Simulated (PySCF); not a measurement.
Predicted microwave data (PBE0/def2-SVPD in PySCF (dipole) on a GFN2-xTB geometry, gas phase) for one isomer of C5H2FNO:

| Item | Value |
| --- | --- |
| Rotational constants | A = 4511, B = 1477, C = 1151 MHz |
| Dipole components | \|μa\| = 0.13 D, \|μb\| = 1.82 D, \|μc\| = 1.00 D |
| Inertial defect | -15.07 u·Å² |
| κ | -0.81 |

Question: Which structure is it? (One computed conformer of each.)
A. `N#Cc1cc(oc1)F`
B. `N#CC1=CC(=O)[C@H]1F`

Answer: B. It is N#CC1=CC(=O)[C@H]1F, an asymmetric top, point group C1. The candidates at the same level (rigid rotor, commonest isotopes):

```tsv
SMILES	A (MHz)	B (MHz)	C (MHz)	μa (D)	μb (D)	μc (D)	Δ (u·Å²)	point group	rotor
N#Cc1coc(F)c1	7361	1273	1085	2.58	0.74	0.00	0.00	Cs	near-prolate asymmetric top
N#CC1=CC(=O)[C@H]1F	4511	1477	1151	0.13	1.82	1.00	-15.07	C1	asymmetric top
```

`N#Cc1coc(F)c1` has A 63 % too high. No structure here is proved a minimum.
